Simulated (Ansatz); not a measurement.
Al₁₁N₁₁H₂₈, a nanocrystal cut from wurtzite AlN (hydrogen-capped). The state is a singlet with charge 0. Geometry PBE-D4/def2-SVP, basis def2-TZVP, Ansatz.

```tsv
run	HOMO (eV)	LUMO (eV)
A	-6.12	-1.53
B	-7.17	-1.03
C	-6.59	-1.49
D	-7.35	-0.76
E	-6.03	-1.47
F	-6.42	-0.99
```

B3LYP takes the VWN-RPA correlation. Single mean-field runs in def2-TZVP are fitted with def2-universal-jkfit.

**Question.** The runs used B3LYP, B97M-V, BLYP, PBE, PBE0, r2SCAN. Estimate which is which.

**Answer.** A PBE (0 % exact exchange); B B3LYP (20 % exact exchange); C B97M-V (0 % exact exchange); D PBE0 (25 % exact exchange); E BLYP (0 % exact exchange); F r2SCAN (0 % exact exchange). Exact exchange lowers occupied and raises empty levels; among semilocal functionals meta-GGAs tend to open the gap a little, and such runs are hard to tell apart. The gap grows from 4.56 eV (BLYP) to 6.59 eV (PBE0).
